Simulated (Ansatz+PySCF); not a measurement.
Values are calculated unless marked as measured or tabulated.
Input for Ansatz (development build ahead of 0.2.0):

```yaml
crystal:
  periodic: [false, false, false]
  atoms:
    - { symbol: Cu, position_ang: [0.0, 0.0, 0.0] }
    - { symbol: Cl, position_ang: [0.0, 0.0, 2.1164] }
    - { symbol: Cl, position_ang: [0.0, 0.0, -2.1164] }
basis:
  gaussian: { orbitals: def2-SVP }
magnetization:
  initial_magnetization: 1
hamiltonian:
  xc: r2scan
scf:
  omitted_lower_state_checks: [starts, atomic_configurations, cluster_reference, orbital_swaps, given_window_search, neighbouring_geometries, increment]
```

The input is written out in the form of the current development build from the run's settings.

Results

```json
{
  "Converged": "yes",
  "Total energy": "-2560.39049 hartree"
}
```
